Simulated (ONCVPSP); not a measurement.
## What the settings do to the ONCV potential of iridium

Base potential:

ONCVPSP 4.0.1 input, shortened (lines: element, Z, core and valence counts, functional; n l f; lmax; l rc ep ncon nbas qcut; lloc lpopt rc5 dvloc0; l nproj debl; icmod fcfact rcfact), LDA (Perdew-Wang 92), fully relativistic:

```
  Ir 77.00   10    4  -001012      upf
    1    0    2.00
    2    0    2.00
    2    1    6.00
    3    0    2.00
    3    1    6.00
    3    2   10.00
    4    0    2.00
    4    1    6.00
    4    2   10.00
    4    3   14.00
    5    0    2.00
    5    1    6.00
    5    2    7.00
    6    0    2.00
    2
    0    1.90    0.00    4    9    8.10
    1    1.10    0.00    4    7    7.20
    2    2.40    0.00    5    9    5.60
    4    5    0.70    2.00
    0    2    3.10
    1    2    1.60
    2    2    2.40
    3    6.00    1.15
```

Open shells are filled in proportion to 2j + 1.

In the p channel the program set the typed energies aside and used -1.880, 0.250 Ha (j = l + 1/2; the other j can differ).

Cutoffs, loose and tight: the cutoffs (Ha) at which the residual kinetic energy of the hardest occupied pseudo-wave falls to 1 and 0.1 mHa per electron. They do not see the model core or the augmentation charge, which bear on the density cutoff. Test errors are all-electron minus pseudo excitation energies from the reference, over the configurations 5s2 5p6 5d7 6s1; 5s2 5p6 5d7 6s0; 5s2 5p6 5d6 6s0; 5s2 5p6 5d8 6s0. A dash means not determined; rows that change the core or the reference have their own tests.

A true bound ghost makes a file unfit for plane-wave use even where its test errors are small: the radial tests pick states by their node count and pass the ghost by.

| change | outcome | cutoff, loose | cutoff, tight | bound ghosts | GHOST(+) flags above zero | largest test error (meV) |
| --- | --- | --- | --- | --- | --- | --- |
| base | generated, projector energies reset by the program | 107 Ha | 126 Ha | s | p3/2, d5/2, p1/2, d3/2 | +8.1 |
| core correction Teter function, fcfact 1.9, rcfact 1.15 | generated, projector energies reset by the program | 107 Ha | 126 Ha | s | p3/2, d5/2, p1/2, d3/2 | +10 |
| d: debl 1.3 | generated, projector energies reset by the program | 107 Ha | 126 Ha | s | p3/2, d5/2, p1/2, d3/2 | +8.0 |
| core correction Teter function, fcfact 3.25, rcfact 1.65 | generated, projector energies reset by the program | 107 Ha | 126 Ha | s | p3/2, d5/2, p1/2, d3/2 | -14 |
| s: nbas 8 | generated, projector energies reset by the program | 107 Ha | 126 Ha | s | p3/2, d5/2, p1/2, d3/2 | +8.1 |
| s: qcut 5.8 | generated, projector energies reset by the program | 107 Ha | 126 Ha | s | p3/2, d5/2, p1/2, d3/2 | -13 |
| s: ncon 3, nbas 8 | generated, projector energies reset by the program | 107 Ha | 126 Ha | s | p3/2, d5/2, p1/2, d3/2 | +7.9 |

(1) What comes out with this change to the base: s: qcut 7.5?

(2) What comes out with this change to the base: core correction Teter function, fcfact 6, rcfact 2.02?

Answers

(1) outcome: generated, projector energies reset by the program; cutoff, loose: 107 Ha; cutoff, tight: 126 Ha; bound ghosts: s; GHOST(+) flags above zero: p3/2, d5/2, p1/2, d3/2; largest test error (meV): -8.2.

(2) outcome: generated, projector energies reset by the program; cutoff, loose: 107 Ha; cutoff, tight: 126 Ha; bound ghosts: s; GHOST(+) flags above zero: p3/2, d5/2, p1/2, d3/2; largest test error (meV): -145.
